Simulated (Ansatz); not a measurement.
Two structures of SiH5OF3, singlet, reached by relaxing down either side of one saddle point (PBE0-D4/def2-TZVP). Energies are electronic, without zero-point energy. Ansatz 0.2.0; basis: def2-TZVPP and def2-QZVPP; cores frozen in the correlated methods. Extrapolation: Hartree–Fock as exp(−7.88 √X), correlation as X^−2.97. First:

```xyz
10
angstrom
Si -1.0348 0.5799 -0.5528
H -1.0800 -0.4386 0.5228
F -0.0528 1.7736 -0.1724
F -2.4882 1.2384 -0.4694
H -0.8892 0.1355 -1.9428
H 1.4850 -0.8500 0.2304
O 1.1975 -0.6185 -0.6624
H 0.0664 -0.7712 1.9325
F 0.9356 -1.0377 2.1165
H 1.8605 -0.0113 -1.0023
```

Second:

Si1  (-0.326, 0.764, -1.035)
H2  (-1.706, -1.020, 1.603)
F3  (0.080, 1.653, -2.276)
F4  (-1.432, 1.576, -0.254)
H5  (-0.822, -0.542, -1.458)
H6  (1.356, -1.000, 0.624)
O7  (0.979, 0.529, -0.082)
H8  (-1.058, -1.392, 1.604)
F9  (1.471, -1.849, 0.998)
H10  (1.458, 1.281, 0.275)
(Å)

Problem. Which bonds change from the first to the second?

Solution. SiH₂F₂ ([F][SiH2][F]) + H₂O + HF → SiH₂OF₂ ([OH][SiH]([F])[F]) + HF + H₂; bonds formed: Si1–O7, H2–H8, H6–F9; bonds broken: Si1–H2, H6–O7, H8–F9.

Problem. Give the saddle point's structure and its height above each. (Judge from chemistry; the value comes from the calculation.)

Solution. By the calculation: 22.72 kcal/mol above the first and 46.28 kcal/mol above the second (CCSD(T) at an estimated basis limit (MP2 extrapolated from triple and quadruple zeta, plus CCSD(T) − MP2 in triple zeta)).
```xyz
10
angstrom
Si -0.6272 0.4203 -0.6158
H -0.9769 -0.7931 0.5104
F -0.0398 1.5346 -1.6443
F -1.3811 1.4193 0.3678
H -1.3614 -0.3987 -1.5923
H 1.1583 -0.5357 0.7343
O 1.0453 0.0154 -0.1914
H -0.2666 -1.0625 1.1896
F 0.7211 -1.2301 1.7199
H 1.7284 0.6304 -0.4780
```

T1 diagnostic: at most 0.012.

Labels in which every atom is bracketed show which atoms are joined, not bond orders.

For scale, one of the runs: CCSD(T)/def2-TZVPP, 236 basis functions, launched by `ansatz run in.yaml --threads 8 --pin off --events-out ev --progress --plain --max-ram 19148MiB`. The run took 22 s on 8 CPU threads of an Intel Xeon 6975P-C (shared host), with 5.3 GiB of host memory at its peak.
